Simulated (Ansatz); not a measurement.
`C[SiH2][SiH2]Cl` + `C=CS` → `C=CS[SiH2]C` + `[SiH3]Cl`  (cleavage of the Si–Si bond)

Program: Ansatz. Geometries: PBE0-D4/def2-TZVP. ΔE: electronic, gas phase. CCSD(T)/CBS is the MP2 limit (def2-TZVPP, def2-QZVPP) plus CCSD(T) − MP2 in def2-TZVPP, frozen cores. This one scheme is used for every species. DFT in def2-TZVPP. Each species was taken in one conformer, which may not be the lowest.

`C[SiH2][SiH2]Cl`:

Z-matrix (Å, degrees):
```
C
Si 1 1.873
H 1 1.092 2 110.9
H 1 1.092 2 110.3 3 -119.8
H 1 1.092 2 110.7 3 120.2
Si 2 2.339 1 110.4 3 62.3
H 2 1.491 1 111.2 3 -57.9
H 2 1.489 1 110.9 3 -178.1
Cl 6 2.071 2 107.9 1 53.6
H 6 1.485 2 113.2 1 172.5
H 6 1.487 2 112.4 1 -64.1
```

`C=CS`:

```xyz
7

C    -0.314   -0.631    0.898
C    -0.041   -0.064   -0.270
S     0.762    1.484   -0.432
H    -0.051   -0.168    1.843
H    -0.816   -1.589    0.934
H    -0.314   -0.547   -1.201
H     0.774    1.515   -1.771
```

`C=CS[SiH2]C`:

Z-matrix (Å, degrees):
```
Si
C 1 1.863
S 1 2.141 2 107.4
H 1 1.488 2 111.0 3 -121.1
H 1 1.489 2 112.0 3 118.3
H 2 1.092 1 110.9 3 -60.5
H 2 1.093 1 110.1 3 179.5
H 2 1.092 1 110.8 3 60.0
C 3 1.759 1 99.8 2 168.8
C 9 1.326 3 123.2 1 151.0
H 9 1.086 3 115.9 1 -32.4
H 10 1.084 9 122.0 3 -3.5
H 10 1.083 9 120.3 3 175.9
```

`[SiH3]Cl`:

Z-matrix (Å, degrees):
```
Si
Cl 1 2.054
H 1 1.481 2 108.5
H 1 1.481 2 108.5 3 -120.0
H 1 1.481 2 108.5 3 120.0
```

Q: Is it downhill or uphill in electronic energy at CCSD(T)/CBS, and by how much? (Estimate.)

A: Ansatz gave: Downhill: ΔE = -60.6 kJ/mol.

Q: What do these levels give: BLYP-D4, ωB97X-V, PBE-QIDH, LC-ωPBE, HF/def2-QZVPP, MP2/CBS(def2)? (Best estimate.)

A: Computed: BLYP-D4 -53.3, ωB97X-V -56.9, PBE-QIDH -60.4, LC-ωPBE -54.2, HF/def2-QZVPP -67.5, MP2/CBS(def2) -70.6 kJ/mol.

Largest T1 diagnostic among the species: 0.012.

From BLYP to BHLYP (50 % exact exchange), in def2-TZVPP and without D4, ΔE moves by −9.3 kJ/mol. Leaving LDA and LC-ωPBE aside and taking each functional with its dispersion term where it has one, the values, not all of them listed here, spread over 15.0 kJ/mol, from ωB97M-V to PBE-D4.
